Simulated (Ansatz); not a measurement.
Molecule: CH3 (charge 0, doublet). 
Coordinates optimised at B3LYP-D3(BJ)/def2-TZVP (Ansatz, an electronic-structure program):
```xyz
4

C      0.0000     0.0000     0.0000
H      0.5356     0.9359     0.0375
H     -1.0789    -0.0041    -0.0111
H      0.5433    -0.9318    -0.0264
```
Charge 0, spin multiplicity 2.

Computed values are from Ansatz. Correlated levels leave the core frozen unless marked. Open shells are spin-unrestricted. No spin-orbit coupling. No relativistic terms. Basis-set limits of correlation are two-point, X^-3; Hartree-Fock from the larger set.

Problem. What is the T1 diagnostic at CCSD/aug-cc-pVQZ?

Solution. 0.009.

Problem. What is the total energy at CCSD(T)/CBS(aug-cc-pVTZ,aug-cc-pVQZ)?

Solution. -39.7786 Eh.

Problem. What is the dipole moment at CCSD(T)/aug-cc-pVDZ?

Solution. 0.00 D.

Problem. What is the atomisation energy De at CCSD(T)/CBS(aug-cc-pVTZ,aug-cc-pVQZ)?

Solution. 307.1 kcal/mol.
